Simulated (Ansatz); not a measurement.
CH3ClF2STi, SMILES `C[S][Ti]([F])([F])[Cl]` at its PBE0-D4/def2-TZVP geometry, where that method's forces vanish. Charge 0, multiplicity 1.

```xyz
9

C     0.7802    1.0918   -0.7792
S     1.3549   -0.4298    0.0408
Ti   -0.6511   -1.1741    0.7131
F    -1.6966   -1.2089   -0.6899
F    -0.3804   -2.7402    1.4199
Cl   -1.4575    0.2726    2.1485
H     1.5546    1.3823   -1.4885
H    -0.1489    0.9273   -1.3254
H     0.6447    1.8790   -0.0392
```

Task: What forces (eV/Å) does r2SCAN-D4/def2-TZVPP give on these atoms in the Gaussian-basis code of Ansatz? (An estimate is asked.)

Result: Computed: 
```
C1  -0.044  0.149 -0.079
S2   0.254 -0.072 -0.008
Ti3  0.027  0.063  0.051
F4  -0.175 -0.006 -0.241
F5   0.043 -0.270  0.117
Cl6 -0.098  0.149  0.149
H7  -0.018  0.000  0.012
H8   0.011 -0.001  0.016
H9   0.001 -0.013 -0.017
```
